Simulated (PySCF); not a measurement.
PySCF input (M06-2X/6-31G* with LANL2DZ past Ar (5d)):

```python
from pyscf import gto, dft

mol = gto.M(
    atom='''
    Ge   -0.01667653   -0.02374786   -0.02936325
    H     0.55173632   -0.94519677    1.07018852
    H    -1.12441123    0.88709926    0.54024778
    H     1.10632396    0.81802910   -0.67081224
    ''',
    basis={'default': '6-31g*', 'Ge': 'lanl2dz'},
    ecp={'Ge': 'lanl2dz'},
    charge=1,
    spin=0,
    verbose=4,
)

mf = dft.RKS(mol, xc='m062x')
mf.grids.level = 4
mf.conv_tol = 1e-9
mf.max_cycle = 100
mf.max_memory = 1500
mf.kernel()
if not mf.converged:
    mf = mf.newton()
    mf.kernel(mf.make_rdm1())
mf.dip_moment()
```

From the last part of the output:

```
grids dens level: 4
symmetrized grids: False
atomic radii adjust function: <function treutler_atomic_radii_adjust>
small_rho_cutoff = 0
Set gradient conv threshold to 3.16228e-05
Initial guess from minao.
tot grids = 77312
init E= 6.81281081268722
  HOMO = -0.260824173275415  LUMO = -0.0279679110271607  gap/eV = 6.33634
cycle= 1 E= -5.0047276521365  delta_E= -11.8  |g|= 0.471  |ddm|= 2.43
  HOMO = -0.721599854777844  LUMO = -0.485094292511216  gap/eV = 6.43564
cycle= 2 E= -5.13037724981132  delta_E= -0.126  |g|= 0.134  |ddm|= 1.16
  HOMO = -0.677274860515217  LUMO = -0.384641950236346  gap/eV = 7.96295
cycle= 3 E= -5.1400136045628  delta_E= -0.00964  |g|= 0.00878  |ddm|= 0.234
  HOMO = -0.672235496164664  LUMO = -0.382703977367471  gap/eV = 7.87855
cycle= 4 E= -5.14005528249206  delta_E= -4.17e-05  |g|= 0.000483  |ddm|= 0.0105
  HOMO = -0.67259656903196  LUMO = -0.382674294953836  gap/eV = 7.88919
cycle= 5 E= -5.14005544831797  delta_E= -1.66e-07  |g|= 7.64e-05  |ddm|= 0.00157
  HOMO = -0.672571206507717  LUMO = -0.382668481821664  gap/eV = 7.88865
cycle= 6 E= -5.14005545153053  delta_E= -3.21e-09  |g|= 1.61e-06  |ddm|= 0.000206
  HOMO = -0.672571107773138  LUMO = -0.382668452708366  gap/eV = 7.88865
cycle= 7 E= -5.14005545153228  delta_E= -1.75e-12  |g|= 8.91e-08  |ddm|= 5.14e-06
  HOMO = -0.672571093749215  LUMO = -0.38266844218572  gap/eV = 7.88865
Extra cycle  E= -5.14005545153229  delta_E= -3.55e-15  |g|= 2.1e-08  |ddm|= 2.88e-07
converged SCF energy = -5.14005545153229

WARN: System has nonzero charge 1; the dipole moment is origin-dependent.
Location of origin: [0. 0. 0.]

Dipole moment(X, Y, Z, Debye): -0.40758, -0.58039, -0.71764
```

The dipole moment of an ion depends on the origin.
